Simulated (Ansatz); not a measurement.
Frontier orbitals of `C[O][GaH][SH]`.

```xyz
9

C     0.072    0.531   -1.233
O    -0.932    0.566   -0.254
Ga   -0.809   -0.222    1.338
S     1.039   -1.325    1.794
H     0.294   -0.491   -1.568
H    -0.272    1.097   -2.104
H     1.009    0.987   -0.889
H    -2.003   -0.092    2.312
H     1.602   -1.051    0.604
```

Charge 0, multiplicity 1. Correlated methods include outer-core shells of Ga, which these sets cover unevenly. Scalar relativity is left out up to krypton. All single points use the PBE0-D4/def2-TZVP geometry. It is one conformer, not always the lowest. Basis def2-TZVPP, the Gaussian-basis code of Ansatz.

```csv
functional,HOMO (eV),LUMO (eV),gap (eV)
LDA (SPW92),-6.53,-1.93,4.60
PBE,-6.38,-1.68,4.70
PBE0,-7.71,-0.91,6.80
r2SCANh,-7.18,-1.15,6.03
r2SCAN0,-7.91,-0.76,7.15
BHLYP,-8.82,-0.18,8.64
ωB97M-V,-9.93,0.78,10.71
```

A quarter of exact exchange (PBE0) shifts PBE's HOMO by −1.32 eV and its LUMO by +0.76 eV; full exchange at long range (ωB97M-V) shifts them by −3.54 and +2.46 eV. The gap opens from 4.71 to 10.71 eV, since occupied levels lose self-interaction and empty ones feel all the electrons. A positive LUMO is unbound and depends on the basis.
